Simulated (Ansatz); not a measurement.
Ansatz (a quantum-chemistry and plane-wave program) input file for CH2Cl, SMILES [CH2]Cl (connectivity only; charge and spin as stated), charge +1, multiplicity 1, PBE-D3(BJ)/def2-TZVP. 

Ansatz 0.2 input:
```yaml
crystal:
  periodic: [false, false, false]
  atoms:
    - {symbol: C, position_ang: [0.00000000, 0.00000000, 1.04113563]}
    - {symbol: Cl, position_ang: [-0.00000000, 0.00000000, -0.55266741]}
    - {symbol: H, position_ang: [-0.00000000, 0.95021798, 1.57426607]}
    - {symbol: H, position_ang: [-0.00000000, -0.95021798, 1.57426607]}
basis:
  gaussian:
    orbitals: def2-TZVP
hamiltonian:
  xc: pbe
  dispersion: d3bj
total_charge: 1
relax: {f_tol: 0.002, max_steps: 200}
```

Program output:

```
WARN ansatz: RAYON_NUM_THREADS=1 ignored (pool sized by the plan → 1); use --threads N
Functional definition: PBE
integrals: 0.01 GiB planned
524 factors; their error is unknown
mean field: 0.14 GiB planned
mean field evaluation 1: about -13566.7904 eV, gradient 6.4e1 eV
mean field evaluation 2: about -13549.9038 eV, gradient 9.4e1 eV
mean field evaluation 4: about -13575.9464 eV, gradient 6.4e0 eV
mean field evaluation 8: about -13576.0243 eV, gradient 3.1e-1 eV
mean field evaluation 16: about -13576.0245 eV, gradient 3.2e-5 eV
mean field -13576.02447072 eV, -498.9096971391 hartree, gradient 3.2e-5 eV, S^2 0.000000; 0 other end points of the search recorded, 0 dependent functions left out
the calculation of the forces begins
reference -13576.02449664 eV, -498.9096980917 hartree; 12, 12 occupied and 68, 68 virtual orbitals, 524 factors
relax step   1: F+E_penalty+E_count = -13576.07149724 eV  Δ(F+E_penalty+E_count) = +0.000e0 eV  max|allowed force component| = 2.858e-1 eV/Å  Δτ_max = 0.0000 Å  (27 SCF iters, accepted)
these checks for a lower state are left out or cut short: starts, cluster_reference, orbital_swaps, neighbouring_geometries, increment
integrals: 0.01 GiB planned
524 factors; their error is unknown
mean field: 0.14 GiB planned
mean field -13576.02760291 eV, -498.9098122450 hartree, gradient 6.5e-6 eV, S^2 0.000000; 0 other end points of the search recorded, 0 dependent functions left out
the calculation of the forces begins
reference -13576.02762889 eV, -498.9098131996 hartree; 12, 12 occupied and 68, 68 virtual orbitals, 524 factors
relax step   2: F+E_penalty+E_count = -13576.07460717 eV  Δ(F+E_penalty+E_count) = -3.110e-3 eV  max|allowed force component| = 1.105e-1 eV/Å  Δτ_max = 0.0067 Å  (31 SCF iters, accepted)
these checks for a lower state are left out or cut short: starts, cluster_reference, orbital_swaps, neighbouring_geometries, increment
integrals: 0.01 GiB planned
524 factors; their error is unknown
mean field: 0.14 GiB planned
mean field evaluation 32: about -13576.0280 eV, gradient 6.5e-6 eV
mean field -13576.02803334 eV, -498.9098280629 hartree, gradient 6.5e-6 eV, S^2 0.000000; 0 other end points of the search recorded, 0 dependent functions left out
the calculation of the forces begins
reference -13576.02805934 eV, -498.9098290185 hartree; 12, 12 occupied and 68, 68 virtual orbitals, 524 factors
relax step   3: F+E_penalty+E_count = -13576.07502445 eV  Δ(F+E_penalty+E_count) = -4.173e-4 eV  max|allowed force component| = 3.143e-2 eV/Å  Δτ_max = 0.0031 Å  (32 SCF iters, accepted)
these checks for a lower state are left out or cut short: starts, cluster_reference, orbital_swaps, neighbouring_geometries, increment
integrals: 0.01 GiB planned
524 factors; their error is unknown
mean field: 0.14 GiB planned
mean field -13576.02804368 eV, -498.9098284430 hartree, gradient 6.5e-6 eV, S^2 0.000000; 0 other end points of the search recorded, 0 dependent functions left out
the calculation of the forces begins
reference -13576.02806969 eV, -498.9098293986 hartree; 12, 12 occupied and 68, 68 virtual orbitals, 524 factors
relax step   4: F+E_penalty+E_count = -13576.07503410 eV  Δ(F+E_penalty+E_count) = -9.644e-6 eV  max|allowed force component| = 9.618e-3 eV/Å  Δτ_max = 0.0003 Å  (32 SCF iters, accepted)
these checks for a lower state are left out or cut short: starts, cluster_reference, orbital_swaps, neighbouring_geometries, increment
integrals: 0.01 GiB planned
524 factors; their error is unknown
mean field: 0.14 GiB planned
mean field -13576.02804523 eV, -498.9098285000 hartree, gradient 6.5e-6 eV, S^2 0.000000; 0 other end points of the search recorded, 0 dependent functions left out
the calculation of the forces begins
reference -13576.02807124 eV, -498.9098294557 hartree; 12, 12 occupied and 68, 68 virtual orbitals, 524 factors
relax step   5: F+E_penalty+E_count = -13576.07503639 eV  Δ(F+E_penalty+E_count) = -2.297e-6 eV  max|allowed force component| = 3.818e-4 eV/Å  Δτ_max = 0.0003 Å  (31 SCF iters, accepted)
integrals: 0.01 GiB planned
524 factors; their error is unknown
mean field: 0.14 GiB planned
mean field evaluation 64: about -13576.0280 eV, gradient 1.4e-1 eV
mean field -13576.02804523 eV, -498.9098285000 hartree, gradient 6.5e-6 eV, S^2 0.000000; 1 other end points of the search recorded, 0 dependent functions left out
the calculation of the forces begins
reference -13576.02807124 eV, -498.9098294557 hartree; 12, 12 occupied and 68, 68 virtual orbitals, 524 factors
Total energy: -13576.07506240 eV, -498.9115563489 hartree
Atom 0 at     0.000000     0.000000     1.041678 Å, force    -0.000000    -0.000000    -0.000138 eV/Å
Atom 1 at    -0.000000    -0.000000    -0.557324 Å, force     0.000000    -0.000000     0.000382 eV/Å
Atom 2 at    -0.000000     0.960164     1.576323 Å, force     0.000000     0.000104    -0.000122 eV/Å
Atom 3 at    -0.000000    -0.960164     1.576323 Å, force     0.000000    -0.000104    -0.000122 eV/Å
Dipole moment:    -0.000000     0.000000     0.545048 e Å
```

Self-consistency was reached.

Cost: around 4 core-seconds (rough).
